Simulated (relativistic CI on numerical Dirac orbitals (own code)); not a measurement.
**Cu2+ in a cubic cluster: 2p photoemission with charge transfer**

Computed with a charge-transfer multiplet model of a cubic metal-ligand cluster with up to one ligand hole, Slater and spin-orbit integrals from Dirac-Coulomb-Breit ions, Slater integrals scaled by 0.8. The ground state mixes d9 with configurations of k ligand holes L, whose averages lie at kΔ + k(k − 1)U_dd/2; a core hole lowers each added d electron by U_cd. 300 K, Lorentzian 0.6 eV and Gaussian 0.8 eV FWHM.

Atomic integrals in eV (Slater integrals scaled, ζ unscaled), ground: F2dd 11.066, F4dd 6.905, zeta_d 0.099; with the core hole: F2dd 11.066, F4dd 6.905, zeta_d 0.138, zeta_core 13.377, F2cd 7.060, G1cd 5.412, G3cd 3.079.

Cluster parameters (eV): U_dd = 6.4, U_cd = 7.9, 10Dq = 0.65, 10Dq(ligand) = 0.7, V(eg) = 1.25, V(t2g) = -0.57, final-state hopping factor = 1.

```csv
Case,n_d,d9,d10L,S
Δ = -0.9 eV,9.67,0.33,0.67,0.50
Δ = 1.1 eV,9.30,0.70,0.30,0.50
Δ = 2.1 eV,9.18,0.82,0.18,0.50
Δ = 4.1 eV,9.07,0.93,0.07,0.50
Δ = 5.1 eV,9.05,0.95,0.05,0.50
```

Weights, n_d and S are thermal averages at 300 K. Binding energies count from the first peak over 30 % of the highest in each spectrum, which can be another peak from case to case. The parameters are a model scan and need not match a compound or its usual spin state. Peaks in eV (height, largest 100):
- Δ = -0.9 eV: 0.0 (100), 8.1 (13), 10.9 (8), 20.1 (50), 28.5 (5), 29.8 (8)
- Δ = 1.1 eV: 0.0 (100), 6.1 (57), 8.9 (33), 20.0 (49), 26.6 (21), 27.8 (35)
- Δ = 2.1 eV: 0.0 (100), 5.3 (90), 8.0 (51), 20.1 (49), 26.9 (57)
- Δ = 4.1 eV: 0.0 (89), 3.5 (100), 6.2 (63), 20.1 (41), 25.1 (70)
- Δ = 5.1 eV: 0.0 (100), 2.9 (90), 5.5 (64), 20.2 (44), 24.3 (71)

Curve for Δ = -0.9 eV (points under 2 left out, the grid thinned):

| E (eV) | Intensity |
| --- | --- |
| -2.7 | 2.1 |
| -2.3 | 2.9 |
| -1.9 | 4.4 |
| -1.5 | 7.3 |
| -1.1 | 14.9 |
| -0.7 | 37.4 |
| -0.2 | 90.5 |
| 0.2 | 92.7 |
| 0.6 | 49.9 |
| 1.0 | 19.8 |
| 1.4 | 9.0 |
| 1.8 | 5.1 |
| 2.2 | 3.3 |
| 2.6 | 2.4 |
| 7.0 | 2.7 |
| 7.4 | 6.0 |
| 7.8 | 11.4 |
| 8.3 | 12.5 |
| 8.7 | 9.2 |
| 9.1 | 6.8 |
| 9.5 | 5.6 |
| 9.9 | 5.5 |
| 10.3 | 6.3 |
| 10.7 | 7.7 |
| 11.1 | 7.4 |
| 11.5 | 4.7 |
| 11.9 | 2.3 |
| 18.4 | 2.9 |
| 18.9 | 6.5 |
| 19.3 | 15.8 |
| 19.7 | 36.3 |
| 20.1 | 49.8 |
| 20.5 | 34.6 |
| 20.9 | 14.7 |
| 21.3 | 6.1 |
| 21.7 | 3.2 |
| 22.1 | 2.0 |
| 28.1 | 4.0 |
| 28.5 | 5.2 |
| 29.0 | 5.1 |
| 29.4 | 6.7 |
| 29.8 | 7.9 |
| 30.2 | 6.1 |
| 30.6 | 3.4 |
| 31.0 | 2.0 |

For the case Δ = 2.1 eV, Δ = 2.1 eV is smaller than U_dd = 6.4 eV, the charge-transfer side of the Zaanen-Sawatzky-Allen scheme. With the core hole the configuration with one ligand hole lies at Δ − U_cd = -8.8, -6.8, -5.8, -3.8, -2.8 eV from the one without, in the order of the table; where this is negative the screened configuration lies lower.
